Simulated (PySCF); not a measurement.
Al(H)2(SiH3) (AlH5Si), SMILES [SiH3][AlH2]. Atoms are numbered in the order given.

```xyz
7

Al     0.0290    -0.6181    -1.1500
H     -1.2970    -0.7318    -2.0181
H      1.3752    -1.2400    -1.7202
Si    -0.0230     0.5395     1.0160
H     -0.0462     2.0166     0.7971
H      1.1597     0.2384     1.8707
H     -1.2469     0.1979     1.7965
```

Coordinates come from a PBE0-D3(BJ)/def2-TZVP optimisation.

Level of theory: TDA-ωB97X/def2-SVPD in PySCF.

Vertical excitations. Gas-phase values at a fixed geometry.

| state | energy (eV) | λ (nm) | f | main pairs |
|---|---|---|---|---|
| S1 | 4.41 | 281 | 0.006 | HOMO→LUMO 98 % |
| S2 | 5.25 | 236 | 0.000 | HOMO−1→LUMO 97 % |
| S3 | 6.88 | 180 | 0.049 | HOMO→LUMO+3 65 %, HOMO→LUMO+2 18 % |
| S4 | 7.31 | 170 | 0.215 | HOMO→LUMO+1 41 %, HOMO→LUMO+2 21 %, HOMO→LUMO+3 15 %, HOMO→LUMO+4 9 % |
| S5 | 7.45 | 166 | 0.018 | HOMO−3→LUMO 81 % |
| S6 | 7.53 | 165 | 0.005 | HOMO−2→LUMO 36 %, HOMO→LUMO+1 27 %, HOMO→LUMO+4 21 % |
| S7 | 7.69 | 161 | 0.025 | HOMO→LUMO+4 50 %, HOMO−2→LUMO 28 %, HOMO→LUMO+5 10 % |
| S8 | 7.90 | 157 | 0.433 | HOMO→LUMO+2 30 %, HOMO→LUMO+5 27 %, HOMO−2→LUMO 21 %, HOMO→LUMO+1 8 % |
| S9 | 8.21 | 151 | 0.206 | HOMO→LUMO+5 43 %, HOMO→LUMO+2 11 %, HOMO→LUMO+4 8 %, HOMO→LUMO+6 8 % |
| S10 | 8.45 | 147 | 0.084 | HOMO−1→LUMO+2 67 % |
| T1 | 3.82 | 324 | 0 | HOMO→LUMO 96 % |
| T2 | 4.92 | 252 | 0 | HOMO−1→LUMO 94 % |
| T3 | 5.93 | 209 | 0 | HOMO→LUMO+3 74 %, HOMO→LUMO+2 13 % |
| T4 | 6.51 | 190 | 0 | HOMO→LUMO+2 51 %, HOMO→LUMO+1 16 %, HOMO→LUMO+3 11 % |
Triplets are in the Tamm–Dancoff approximation.
